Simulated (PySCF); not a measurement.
Job for PySCF: R-MP2/6-31G* on HCl (SMILES Cl) with ghost functions, monomers drawn apart or pushed together.

```python
from pyscf import gto, scf, dft, mp
from pyscf.data.elements import chemcore

mol = gto.M(
    atom='''
    Cl   -0.82228556    0.45499640   -0.43238706
    H    -0.72558065   -0.38573706    0.53624912
    ghost-O    0.27823406   -0.25223971    4.65519134
    ghost-Si    0.04300324    0.26644564    3.10739487
    ghost-H    1.01532717   -0.83823570    4.84222686
    ghost-H    1.26063433    0.88757478    2.53674158
    ghost-H   -1.06921149    1.23132127    3.15699263
    ghost-H   -0.33542445   -0.86859372    2.21725146
    ''',
    basis='6-31g*',
    cart=True,
    charge=0, spin=0, verbose=3, max_memory=1800)
mf = scf.RHF(mol)
mf.conv_tol = 1e-8
mf.max_cycle = 100
mf.kernel()
if not mf.converged:
    mf = mf.newton().run(mf.mo_coeff, mf.mo_occ)
pt = mp.MP2(mf, frozen=chemcore(mol)).run()
```

Program output:

```
converged SCF energy = -460.06029950613
E(RMP2) = -460.193709492561  E_corr = -0.133409986431893
E(SCS-RMP2) = -460.1923759663  E_corr = -0.132076460170267
```

Self-consistency was reached.

Cost: about 1.4 core-seconds (a rough figure).
